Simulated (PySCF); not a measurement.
Species: C₂H₁₀InN.
Numbering: `[CH3:1][NH+:2]([CH3:3])[InH3-:4]` (hydrogens: H5, H6, H7 on C1; H8 on N2; H9, H10, H11 on C3; H12, H13, H14 on In4)

Computed with PBE0-D3(BJ)/def2-SVP geometry optimisation, gas phase, def2 core potentials past Kr in PySCF.

Task: Give the optimised bond lengths and angles.

Result: 
```json
{"bond": "C1–N2, N2–C3", "length (bohr)": "2.755", "order": "single"}
{"bond": "N2–In4", "length (bohr)": "4.513", "order": "single"}
{"bond": "C1–H5 and 5 like bonds", "length (bohr)": "2.081", "order": "single"}
{"bond": "N2–H8", "length (bohr)": "1.927", "order": "single"}
{"bond": "In4–H12, In4–H13, In4–H14", "length (bohr)": "3.299", "order": "single"}
```

Bonds in one row agree within 0.02 bohr and their mean is given. Orders are formal, as drawn. A selection of angles:
```json
{"angle": "N2–C1–H5", "degrees": "112.3"}
{"angle": "N2–C1–H6", "degrees": "109.2"}
{"angle": "H5–C1–H6", "degrees": "108.4"}
{"angle": "H5–C1–H7", "degrees": "109.1"}
{"angle": "C1–N2–C3", "degrees": "113.2"}
{"angle": "C1–N2–In4", "degrees": "110.9"}
{"angle": "C1–N2–H8", "degrees": "109.1"}
{"angle": "In4–N2–H8", "degrees": "103.3"}
{"angle": "N2–In4–H12", "degrees": "96.7"}
{"angle": "N2–In4–H14", "degrees": "95.6"}
{"angle": "H12–In4–H13", "degrees": "118.8"}
```

Of the pairs four or more bonds apart, H5···H11 is among the closest relative to their van der Waals radii: 2.51 Å, 105 % of the sum of Bondi's values. In4 (indium bonded to N and 3 H) has angles from 95.6° to 118.9°. N2 (nitrogen bonded to 2 C, In and H) is distorted tetrahedral (angles from 103.3° to 113.2°).

Point group: Cs (every atom within 0.08 Å of its image). Stationary, but not proved a minimum.

The run took 33 s of wall time on one thread, Arm Neoverse V1 (aarch64), no GPU, on a shared host, and the process peaked at 0.52 GiB of memory. That covers the optimisation of the geometry.
